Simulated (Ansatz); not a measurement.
Reaction (formal exchange of groups at a Ge–C bond): `O/C(S)=[CH]\[GeH3]` + `[SiH3][GeH2][SiH2][GeH2][SiH3]` → `[SiH3][GeH2][SiH2][GeH2][SiH2][GeH3]` + `C=C(O)S`

Gas-phase electronic energies from Ansatz, PBE0-D4/def2-TZVP geometries. CCSD(T)/CBS is the MP2 limit (def2-TZVPP, def2-QZVPP) plus CCSD(T) − MP2 in def2-TZVPP, frozen cores. Functionals use def2-TZVPP. B3LYP here is the variant with VWN-RPA as its local correlation; programs differ in this. For Ge outer-core shells are correlated without core-valence functions, which leaves a few kJ/mol of doubt a bond. Scalar relativity is left out up to krypton. One conformer a species, not always the lowest.

```
           level  ΔE (kJ/mol)
     LDA (SPW92)        -32.7
         BLYP-D4        -34.4
          B97M-V        -30.1
           B3LYP        -26.7
         r2SCANh        -29.7
   CCSD/def2-SVP        -24.5
CCSD(T)/def2-SVP        -24.5
  MP2/def2-TZVPP        -22.7
```

(1) What does CCSD(T)/CBS give? (Estimate.)

Largest T1 diagnostic among the species: 0.013.

Results:

(1) The calculation gave: -30.4 kJ/mol. The listed levels differ from it by -2.3, -4.0, 0.3, 3.7, 0.7, 5.9, 5.9, 7.7 kJ/mol.

From BLYP to BHLYP (50 % exact exchange), in def2-TZVPP and without D4, ΔE moves by +3.3 kJ/mol. In def2-TZVPP, CCSD(T) changes the Hartree–Fock value by −9.8 kJ/mol (the triples alone add −0.5 kJ/mol) and MP2 by −4.9 kJ/mol.
